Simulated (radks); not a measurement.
The numbers below are computed, except where a source is named.
Problem. The mean radii <r> (bohr) of the occupied orbitals of an atom or ion are listed with their occupations. Level of theory: scalar-relativistic Kohn-Sham, TASK exchange with Perdew-Wang LDA correlation, spin-unpolarised, spherical densities, finite nucleus; meta-GGA in the generalised Kohn-Sham scheme; Fermi nuclear charge, rms radius of each element as measured or else 0.836 A^(1/3) + 0.57 fm (a radial shooting solver on a logarithmic mesh with Libxc functionals).

| orbital | occ. | <r> |
|---|---|---|
| 1s | 2 | 0.01900 |
| 2s | 2 | 0.08043 |
| 2p | 6 | 0.07177 |
| 3s | 2 | 0.2088 |
| 3p | 6 | 0.2086 |
| 3d | 10 | 0.1891 |
| 4s | 2 | 0.4694 |
| 4p | 6 | 0.4987 |
| 4d | 10 | 0.5362 |
| 5s | 2 | 1.135 |
| 5p | 6 | 1.314 |
| 4f | 14 | 0.6695 |
| 5d | 1 | 1.856 |

Name the element and its charge.

Solution. Z = 72, hafnium, charge +3: Hf3+ in [Xe] 4f14 5d1. The 1s radius gives Z: for a bare nucleus <r> = (2 gamma + 1)/(2Z) with gamma = sqrt(1 - (Z/c)^2), 0.01876 bohr for Z = 72, and screening makes it slightly larger (0.01900 here). The occupations add up to 69, and the charge is Z minus that.
